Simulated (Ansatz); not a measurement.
Program: Ansatz. Geometries: PBE0-D4/def2-TZVP. ΔE: electronic, gas phase. CCSD(T)/CBS is the MP2 limit (def2-TZVPP, def2-QZVPP) plus CCSD(T) − MP2 in def2-TZVPP, frozen cores. This one scheme is used for every species, atoms too. DFT in def2-TZVPP. B3LYP here is the variant with VWN-RPA as its local correlation; programs differ in this. No spin–orbit coupling; open shells (•) take unrestricted orbitals. Spin–orbit coupling would lower the free atoms: a little for C, Si. One conformer a species, not always the lowest.

`N=C([SiH3])[SiH2]N` → C• + 8 H• + 2 N• + 2 Si•  (atomization)

Task: What is ΔE at CCSD(T)/CBS? (Estimate.)

Result: The calculation gave: +4395.8 kJ/mol.

Task: What do these levels give: B3LYP-D4, ωB97X-V, PBE, HF/def2-QZVPP, MP2/def2-QZVPP, SCS-MP2/def2-QZVPP? (An estimate is asked.)

Result: Ansatz gave: B3LYP-D4 4415.1, ωB97X-V 4426.5, PBE 4419.7, HF/def2-QZVPP 3091.3, MP2/def2-QZVPP 4365.1, SCS-MP2/def2-QZVPP 4414.4 kJ/mol.

Largest T1 diagnostic among the species: 0.013.

From PBE to PBE0 (25 % exact exchange), in def2-TZVPP and without D4, ΔE moves by −75.5 kJ/mol: exact exchange takes away binding that semilocal exchange gives to molecules. In def2-TZVPP, CCSD(T) changes the Hartree–Fock value by +1178.1 kJ/mol (the triples alone add +66.7 kJ/mol) and MP2 by +1202.0 kJ/mol; breaking electron pairs costs correlation energy, which Hartree–Fock lacks. The D4 term adds +47.5 kJ/mol with B3LYP and +25.2 kJ/mol with PBE0; it sums over pairs of atoms, weighted by their polarisabilities, and B3LYP, whose exchange is more repulsive, gets the larger term.

For atomizations the MP2-based limit and the directly extrapolated one differ by several kJ/mol either way, and by 10 to 25 for some Ge, Se and Sn compounds, so smaller differences from it don't rank the levels.
